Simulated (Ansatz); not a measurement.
Cost and result for the atomization energy of `CO[Si@@H](Cl)[Si@H](O)Cl` (13 atoms, 12 bonds).

Z-matrix (Å, degrees):
```
C
O 1 1.414
H 1 1.090 2 108.0
H 1 1.095 2 111.3 3 -119.5
H 1 1.094 2 110.7 3 119.3
Si 2 1.629 1 124.7 3 167.5
Si 6 2.341 2 109.0 1 178.1
Cl 6 2.079 2 110.6 1 64.5
H 6 1.485 2 110.8 1 -51.8
O 7 1.635 6 109.6 2 -82.1
Cl 7 2.063 6 104.8 2 158.0
H 7 1.477 6 116.8 2 39.1
H 10 0.961 7 116.9 6 -40.1
```

Total charge 0; spin multiplicity 1. The structure was optimised at the PBE0-D4/def2-TZVP level. It is one conformer, not always the lowest. Program: Ansatz. All runs use 2 threads of an AMD EPYC 7R13 on a shared host and a share of an NVIDIA H100 80 GB. Times are those of one run each, without the atoms' runs, and a repeat can differ threefold. Electronic energies, without spin–orbit coupling; frozen cores. CCSD(T)/CBS adds CCSD(T) − MP2 in def2-TZVPP to the MP2 limit, and its time is that of the two runs behind it. T1 = 0.011. B3LYP takes the VWN-RPA correlation (the form of Gaussian; ORCA's B3LYP/G).

CCSD(T)/CBS is a level of theory with its own doubt, some kJ/mol a heavy atom from the limit and from the frozen cores, so smaller differences don't rank the functionals.

```csv
level,functions,wall time
PBE-D4/def2-TZVPP (with forces),345,2.5 s
r2SCAN-D4/def2-TZVPP (with forces),345,2.7 s
PBE0-D4/def2-TZVPP,345,2.8 s
B3LYP-D4/def2-TZVPP (with forces),345,3.4 s
B2PLYP/def2-TZVPP,345,3.7 s
MP2/def2-QZVPP,631,4.2 s
ωB97X-V/def2-TZVPP,345,4.7 s
ωB97M-V/def2-TZVPP (with forces),345,4.8 s
CCSD(T)/def2-TZVPP,345,12 s
CCSD(T)/CBS(def2),–,16 s
```

What atomization energy does each give, and how far from CCSD(T)/CBS? (Best estimate.)

The calculation gave: 
```json
{"level": "PBE-D4/def2-TZVPP (with forces)", "atomization (kJ/mol)": "4778.3", "difference from CCSD(T)/CBS": "39.3", "per bond": "3.3"}
{"level": "r2SCAN-D4/def2-TZVPP (with forces)", "atomization (kJ/mol)": "4740.2", "difference from CCSD(T)/CBS": "1.2", "per bond": "0.1"}
{"level": "PBE0-D4/def2-TZVPP", "atomization (kJ/mol)": "4700.0", "difference from CCSD(T)/CBS": "-39.0", "per bond": "-3.3"}
{"level": "B3LYP-D4/def2-TZVPP (with forces)", "atomization (kJ/mol)": "4692.7", "difference from CCSD(T)/CBS": "-46.3", "per bond": "-3.9"}
{"level": "B2PLYP/def2-TZVPP", "atomization (kJ/mol)": "4647.6", "difference from CCSD(T)/CBS": "-91.4", "per bond": "-7.6"}
{"level": "MP2/def2-QZVPP", "atomization (kJ/mol)": "4789.4", "difference from CCSD(T)/CBS": "50.4", "per bond": "4.2"}
{"level": "ωB97X-V/def2-TZVPP", "atomization (kJ/mol)": "4747.6", "difference from CCSD(T)/CBS": "8.6", "per bond": "0.7"}
{"level": "ωB97M-V/def2-TZVPP (with forces)", "atomization (kJ/mol)": "4739.9", "difference from CCSD(T)/CBS": "0.9", "per bond": "0.1"}
{"level": "CCSD(T)/def2-TZVPP", "atomization (kJ/mol)": "4588.4", "difference from CCSD(T)/CBS": "-150.6", "per bond": "-12.5"}
{"level": "CCSD(T)/CBS(def2)", "atomization (kJ/mol)": "4739.0", "difference from CCSD(T)/CBS": "0.0", "per bond": "0.0"}
```

In def2-TZVPP, CCSD(T) changes the Hartree–Fock value by +1150.2 kJ/mol (the triples alone add +74.3 kJ/mol) and MP2 by +1261.4 kJ/mol; breaking electron pairs costs correlation energy, which Hartree–Fock lacks. The D4 term adds +63.4 kJ/mol with B3LYP and +33.9 kJ/mol with PBE0; it sums over pairs of atoms, weighted by their polarisabilities, and B3LYP, whose exchange is more repulsive, gets the larger term. From PBE to PBE0 (25 % exact exchange), in def2-TZVPP and without D4, the atomization energy moves by −73.0 kJ/mol: exact exchange takes away binding that semilocal exchange gives to molecules.
